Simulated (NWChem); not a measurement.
System meant: C₂H₇NSi; SMILES C(=C)[SiH2]N

Input file for NWChem:

```
start job
memory heap 200 mb stack 900 mb global 1100 mb
geometry units angstroms noautoz
  Si     0.596109     0.654337     0.000000
  N     -0.947651     1.435719     0.000000
  C      0.514186    -1.221210     0.000000
  C     -0.644648    -1.889591     0.000000
  H      1.340850     1.103454    -1.217645
  H      1.340850     1.103454     1.217645
  H     -1.518608     1.459496     0.836315
  H     -1.518608     1.459496    -0.836315
  H      1.448406    -1.800717     0.000000
  H     -1.602719    -1.355464     0.000000
  H     -0.697503    -2.984348     0.000000
end
basis spherical
  * library def2-svp
end
dft
  xc b3lyp
  iterations 4
  mulliken
end
task dft energy
```

End of the output:

```
    Atom       Charge   Shell Charges
 -----------   ------   -------------------------------------------------------
    1 Si  14    13.47   2.00  1.93  0.63  0.31  5.82  1.29  1.06  0.44
    2 N    7     7.23   1.97  0.70  0.44  2.27  1.83  0.02
    3 C    6     6.21   1.97  0.64  0.35  1.88  1.32  0.06
    4 C    6     6.04   1.97  0.61  0.32  1.84  1.24  0.07
    5 H    1     1.11   0.66  0.43  0.02
    6 H    1     1.11   0.66  0.43  0.02
    7 H    1     0.93   0.59  0.21  0.13
    8 H    1     0.93   0.59  0.21  0.13
    9 H    1     0.97   0.63  0.27  0.07
   10 H    1     0.99   0.64  0.28  0.07
   11 H    1     0.98   0.64  0.28  0.07

 center of mass
 --------------
 x =   0.02957547 y =   0.02332678 z =   0.00000000

 moments of inertia (a.u.)
 ------------------
         452.945035413084           0.000000000000           0.000000000000
           0.000000000000         173.286145993628           0.000000000000
           0.000000000000           0.000000000000         594.817858263745

     Multipole analysis of the density
     ---------------------------------

     L   x y z        total         alpha         beta         nuclear
     -   - - -        -----         -----         ----         -------
     0   0 0 0      0.000000    -20.000000    -20.000000     40.000000

     1   1 0 0     -0.535338     -0.267669     -0.267669     -0.000000
     1   0 1 0     -0.179654     -0.089827     -0.089827     -0.000000
     1   0 0 1     -0.000000     -0.000000     -0.000000      0.000000

     2   2 0 0    -22.768542    -62.624817    -62.624817    102.481091
     2   1 1 0     -1.684298     -1.074074     -1.074074      0.463850
     2   1 0 1     -0.000000     -0.000000     -0.000000      0.000000
     2   0 2 0    -25.844206   -140.540108   -140.540108    255.236009
     2   0 1 1     -0.000000     -0.000000     -0.000000      0.000000
     2   0 0 2    -25.224328    -20.404520    -20.404520     15.584711

 ------------------------------------------------------------------------
 dft energy failed                                                                                  0
 ------------------------------------------------------------------------
 ------------------------------------------------------------------------
  current input line :
    24: task dft energy
 ------------------------------------------------------------------------
 ------------------------------------------------------------------------
 This type of error is most commonly associated with calculations not reaching convergence criteria
 ------------------------------------------------------------------------
 For more information see the NWChem manual at https://nwchemgit.github.io

0:dft energy failed:Received an Error in Communication
```

Task: What is wrong, and how is it mended?

Result: The run did not converge; its last values are not results. Cause: the SCF was allowed too few iterations. This input runs:
```
start job
memory heap 200 mb stack 900 mb global 1100 mb
geometry units angstroms noautoz
  Si     0.596109     0.654337     0.000000
  N     -0.947651     1.435719     0.000000
  C      0.514186    -1.221210     0.000000
  C     -0.644648    -1.889591     0.000000
  H      1.340850     1.103454    -1.217645
  H      1.340850     1.103454     1.217645
  H     -1.518608     1.459496     0.836315
  H     -1.518608     1.459496    -0.836315
  H      1.448406    -1.800717     0.000000
  H     -1.602719    -1.355464     0.000000
  H     -0.697503    -2.984348     0.000000
end
basis spherical
  Si library def2-svp
  N library def2-svp
  C library def2-svp
  H library def2-svp
end
dft
  xc b3lyp
  iterations 150
  mulliken
end
task dft energy
```
It converges to -424.49742 Ha (B3LYP/def2-SVP).
